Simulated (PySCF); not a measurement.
PySCF input for BH2N, SMILES B=N, B3LYP/pcJ-1. Geometry: PBE0-D3(BJ)/def2-TZVPD.

```python
import numpy as np
from pyscf import gto, scf, dft
from pyscf.prop.ssc import rks as ssc

mol = gto.M(
    atom='''
    B     0.00000000    0.00000000    0.69168246
    N     0.00000000    0.00000000   -0.54122809
    H     0.00000000    0.00000000    1.86330339
    H     0.00000000    0.00000000   -1.53311903
    ''',
    basis='pcJ-1',
    charge=0,
    spin=0,
    max_memory=1600,
    verbose=3,
)
mf = dft.RKS(mol, xc='b3lyp')
mf.grids.level = 3
mf.conv_tol = 1e-10
mf.max_cycle = 100
mf.kernel()
j = ssc.SSC(mf)
j.with_fcsd = True
j.max_cycle_cphf = 80
j.conv_tol = 1e-7
e11 = j.kernel()
```

It prints:

```
converged SCF energy = -80.8168228589672
Reduced spin-spin coupling constant K (Hz)
               #0        #1        #2        #3
        0 B    0.00000
        1 N   91.04718   0.00000
        2 H   26.07804   5.55956   0.00000
        3 H    6.28158  38.12078   0.22531   0.00000
Spin-spin coupling constant J (Hz)
               #0        #1        #2        #3
        0 B    0.00000
        1 N   65.89215   0.00000
        2 H  261.09284  12.53839   0.00000
        3 H   62.89105  85.97325   7.02973   0.00000
```

The calculation finished and met its thresholds.

Cost: about 12 core-seconds (a rough figure).
